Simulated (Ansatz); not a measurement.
Total energies of B4F2 (the lowest singlet isomer of a short search) from Ansatz at r2SCAN-D4/def2-TZVPD, gas phase (1 Eh = 27.2114 eV = 2625.5 kJ/mol). The reference geometry is relaxed at PBE-D4/def2-SVP.

```xyz
6

B     1.279   -0.290    0.579
B    -0.404    0.207    0.677
B     0.404   -0.207   -0.677
B    -1.279    0.290   -0.579
F    -2.199    0.430   -1.509
F     2.199   -0.430    1.509
```

```tsv
state	geometry	energy (Eh)
charge 0 singlet	reference	-299.01880
charge -1 doublet	reference	-299.09606
free B atom (doublet)	–	-24.63682
free F atom (doublet)	–	-99.72844
```

(1) Work out the vertical electron affinity, to the doublet.

(2) What is the binding energy per atom against free atoms?

(1) E(charge 0 singlet) − E(charge -1 doublet) = -299.01880 − (-299.09606) = 0.07726 Eh = 2.10 eV.

(2) Atoms: 4 × (-24.63682) + 2 × (-99.72844) = -298.00416 Eh. Binding: -298.00416 − (-299.01880) = 1.01464 Eh = 27.61 eV, or 4.60 eV for each of 6 atoms (no zero-point energy, no counterpoise term).

The restricted singlet is unstable towards broken spin symmetry in Hartree–Fock (as tested in another run); at r2SCAN-D4/def2-TZVPD this wasn't settled. At r2SCAN-D4/def2-TZVPD the highest occupied level of the charge -1 doublet lies above zero (up to 0.61 eV). By energy differences its removal costs 2.10 eV (vertical, to the charge 0 singlet, at r2SCAN-D4/def2-TZVPD); a positive level beside a positive removal energy at the same level points to self-interaction error. 

The structure comes from a short search, and lower isomers may exist.
